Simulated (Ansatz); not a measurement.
System: SnH$_{2}$ (charge 0, singlet). SMILES: [SnH2]
Coordinates optimised at B3LYP-D3(BJ)/def2-TZVP (Ansatz, a quantum-chemistry and plane-wave program):
```xyz
3

Sn     0.0062     0.0000     0.0478
H     -0.1481    -1.2656    -1.1952
H     -0.1642     1.2649    -1.1939
```

Property: vertical ionisation energy (to the doublet state of charge +1; each state is the SCF solution reached for its spin; for the singlet the Hartree-Fock reference is unstable and T1 is 0.014), in eV. Cores are frozen in the correlated levels unless marked. Open shells are spin-unrestricted. No spin-orbit coupling. Frozen are the shells of the preceding noble gas and the d and f shells that filled before the atom's block. In def2 rows, elements after Kr have scalar-relativistic effective core potentials. CBS marks a two-point X^-3 extrapolation of the correlation energy; Hartree-Fock from the larger set.

| level | program | vertical ionisation energy (eV) |
|---|---|---|
| HF/def2-TZVPPD | Ansatz | 8.04 |
| HF/def2-QZVPPD | Ansatz | 8.04 |
| MP2/def2-SVPD | Ansatz | 8.63 |

Task: What does CCSD(T)/CBS(def2-TZVPPD,def2-QZVPPD) (Ansatz) give?

Result: 8.92 eV
